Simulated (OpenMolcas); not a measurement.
# Re3+: from RASSCF to RASPT2

```yaml
Program: OpenMolcas 26.06
Basis: ANO-RCC-VQZP [9s8p6d4f3g2h]
Scalar_Hamiltonian: DKH2, point nucleus
Active_space: 10 electrons in 8 orbitals (RAS1 5p, at most 2 holes; RAS2 5d)
State_averaging: 2S+1 = 5 even, 5 roots; 2S+1 = 3 even, 45 roots; 2S+1 = 1 even, 50 roots
Spin-orbit_coupling: state interaction with AMFI integrals over the reference wave functions, term energies averaged over their components
```

Methods on the same reference wave functions:
A. RASSCF
B. SS-RASPT2, IPEA 0.25 Eh, imaginary shift 0.1 Eh (closed shells correlated: 5s)
C. MS-RASPT2, IPEA 0.25 Eh, imaginary shift 0.1 Eh (closed shells correlated: 5s)

Energies in cm⁻¹ above 5d⁴ ⁵D₀, the measured ground level; measured values from the list in Brasseur, Gamrath and Quinet, At. Data Nucl. Data Tables 157, 101636 (2024).

```
            Level      A      B      C  Measured
   5d⁴ ⁵D₀ [66 %]    0.0    0.0    0.0       0.0
          5d⁴ ⁵D₁   2907   3400   3340      3084
          5d⁴ ⁵D₂   5844   6520   6430      5979
          5d⁴ ⁵D₃   8430   9040   8930      8350
   5d⁴ ⁵D₄ [75 %]  10581  10870  10770     10121
5d⁴ ³P₀(1) [55 %]  17030  15870  15740          
   5d⁴ ³H₄ [57 %]  20198  18020  17920     16946
       5d⁴ ³P₁(1)  23269  21420  21120     19340
   5d⁴ ³G₃ [56 %]  23686  21320  21290     19817
5d⁴ ³F₂(1) [69 %]  24201  21690  21630     19851
          5d⁴ ³H₅  24718  22240  22110     20930
          5d⁴ ³H₆  26919  24100  23980     22896
5d⁴ ³P₂(1) [57 %]  29337  26890  26400          
5d⁴ ³F₃(1) [52 %]  31428  28860  28510          
   5d⁴ ³D₃ [54 %]  33380  30510  30460          
          5d⁴ ³G₅  34741  32180  32050     30052
          5d⁴ ³D₁  36822  33990  33940     31543
          5d⁴ ¹I₆  37767  33930  33800     32396
       5d⁴ ¹S₀(1)  41141  39390  38980     36484
   5d⁴ ¹F₃ [67 %]  46108  41000  40900     38458
       5d⁴ ³P₂(2)  49551  44570  44840          
5d⁴ ³F₄(2) [61 %]  51601  47050  47340          
5d⁴ ³F₂(2) [71 %]  53835  49160  48860          
       5d⁴ ³F₃(2)  54594  49730  49610     46525
```

Deviations, from unrounded energies. A percentage is the sum of absolute deviations over the sum of measured energies, with the sign that they share, or ± where signs differ.

```csv
Against measurement,Levels,A,B,C
mean absolute deviation (cm-1),16,3700,1600,1500
fine structure of the ground term (%),4,±3.1,+8.3,+7.0
other terms of the ground configuration (%),12,+17.6,+7.1,+6.6
```

C lies closest to measurement on these levels and A furthest from it. The largest miss of C in the table is 5d⁴ ³F₃(2), by +3100 cm-1. The ranking rests on the paired levels alone, and a cruder setting can come out closer through cancelling errors.

Between B and C the level of the table that moves most is 5d⁴ ³P₂(1) [57 %], by 490 cm-1 (lowest in C, highest in B). Moves below CASPT2's spread within the term are not significant.

The mean deviations of B to C differ by less than CASPT2's widest spread within a term (1300 cm-1), so their order carries little weight.

From A to B the spin-free energies of the other terms of 5d⁴ shown, above ⁵D, scale by factors of 0.80 to 0.92, as is usual when dynamic correlation screens the repulsion within a d or f shell.

The lowest spin-free term lies below A's lowest term by 0.284 hartree in B, 0.284 hartree in C.

CASPT2 does not keep the components of a term degenerate, so their means are used; among the terms shown or strongly mixed into the levels shown the widest spread is 1300 cm-1 (5d⁴ ¹I, C). Active for correlation alone: 5p; no level in the range computed is led by a configuration that opens it, so any true level of that kind is missing. The CASPT2 spread within a term exceeds the gap to the next term for 5d⁴ ³P(1) and 5d⁴ ³H, so the order of their levels is uncertain (figures for B; the like holds for C). Without dynamic correlation excited terms often stand tens of per cent too high (terms of higher spin than the ground term too low), and those without a measured partner can miss by more than the paired ones (holds for A). Some levels mix across a computed gap that differs much from the measured one, so their mixing is not that of the real levels (holds for A). Computed and measured levels are paired by configuration, term and J; levels that our copy of the source lacks, or whose pairing is in doubt (as where it misses far off the trend of its configuration), stay unpaired and out of the deviations. Levels of configurations outside the active space are missing. Levels that lie high or do not pair safely by name in every column are left out.

A share in square brackets marks a mixed level and gives the weight of the term that names it, the lowest over the columns. A number in round brackets counts repeated terms of one configuration in the order of the reference energies.
